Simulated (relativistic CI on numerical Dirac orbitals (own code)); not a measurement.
## One change at a time: I XV

Base calculation: Dirac-Coulomb-Breit CI, orbitals from a KLI potential per configuration, a model potential for QED, unscaled Slater integrals.

CI space (outside the closed core [Ar] 3d10): 4s2 4p6 4d3, 4s2 4p5 4d4, 4s2 4p6 4d2 4f, 4s 4p6 4d4, 4s2 4p6 4d2 5s, 4s2 4p5 4d3 4f, 4s2 4p6 4d2 5p, 4s 4p6 4d3 4f, 4s2 4p6 4d 4f 5s, 4s2 4p6 4d2 5d, 4s2 4p6 4d 5s 5p, 4s2 4p5 4d3 5s, 4s2 4p6 4d2 5f, 4s2 4p6 4d2 6s, 4s2 4p6 4d2 6p, 4s2 4p5 4d3 5p, 4s2 4p6 4d2 5g, 4s2 4p6 4d2 6d, 4s2 4p6 4d2 6f, 4s2 4p6 4d2 7s, 4s 4p6 4d3 5s, 4s2 4p6 4d2 7p, 4s2 4p6 4d 4f2, 4s2 4p6 4f3, 4s2 4p6 4f2 5s, 4s2 4p5 4d 4f3, 4s2 4p6 4f2 5p, 4s2 4p6 4d 5s2, 4s2 4p6 4f 5s2, 4s2 4p5 4d 4f 5s2, 4s2 4p6 5s2 5p, 4s2 4p6 4d 5p2, 4s2 4p6 4f 5p2, 4s2 4p6 5s 5p2, 4s2 4p5 4d 4f 5p2, 4s2 4p6 5p3. Double excitations out of closed p, d and f shells are left out; levels of such configurations are missing from the list, as are those of other unlisted configurations, and high levels can miss mixing partners. These lack a partner that the ground configuration has and come out too high: 4s 4p6 4d3 4f, 4s2 4p6 4d2 5d, 4s2 4p5 4d3 5s, 4s2 4p6 4d2 5f, 4s2 4p6 4d2 6s.

Variants: (1) QED terms removed; (2) Breit term removed. Shifts of the energy above 4s2 4p6 4d3 4F_3/2, in cm⁻¹, for the lowest level and the first level of each name with at least 55 % of one term (blank where a level changes its place among those of its configuration and J or its character, or is not in the variant):

```tsv
Level	Base	Δ(1)	Δ(2)
4s2 4p6 4d3 4F_3/2	0	0	0
4s2 4p6 4d3 4F_5/2	9272	-36	+405
4s2 4p6 4d3 4F_7/2	17764	-58	+706
4s2 4p6 4d3 4F_9/2	24385	-63	+836
4s2 4p6 4d3 4P_3/2	28781	-17	+215
4s2 4p6 4d3 4P_1/2	31762	-31	+387
4s2 4p6 4d3 2G_7/2	41343	-61	+754
4s2 4p6 4d3 2H_9/2	42560	-65	+849
4s2 4p6 4d3 4P_5/2	43857	-68	+788
4s2 4p6 4d3 2P_1/2	55245	-77	+852
4s2 4p6 4d3 2H_11/2	57865	-84	+1133
4s2 4p6 4d3 2D_5/2	63249	-85	+1012
4s2 4p6 4d3 2G_9/2	64549	-123	+1426
4s2 4p6 4d3 2P_3/2	74702	-128	+1375
4s2 4p6 4d3 2F_5/2	76591	-61	+708
4s2 4p6 4d3 2F_7/2	76738	-73	+944
4s2 4p5 4d4 6D°_5/2	622152	+141	+1827
4s2 4p5 4d4 6D°_7/2	622255	+126	+2056
4s2 4p5 4d4 6D°_3/2	624983	+155	+1612
4s2 4p5 4d4 6D°_9/2	625605	+111	+2287
4s2 4p5 4d4 6D°_1/2	633632	+127	+1872
4s2 4p5 4d4 6F°_11/2	651319	+118	+2322
```

At this charge energies of transitions that change n are usually good to better than 1 %, and those within a shell (Δn = 0) to a few per cent. Terms inside the open d or f shell come out 10 to 20 % too wide with unscaled integrals. Levels and lines within the n = 5 or 6 shells can be off by up to 10 % or somewhat more, and those that change n by about 2 %, since core polarisation is missing.

Ionisation energy from the two ground configurations alone: base 335.209 eV; Breit term removed 335.283 eV. The NIST ASD value (theoretical) is 335 eV.

LS names give the leading component of a level, which can be under half, so a name can repeat, a term be missing and a line seem to break the LS rules.
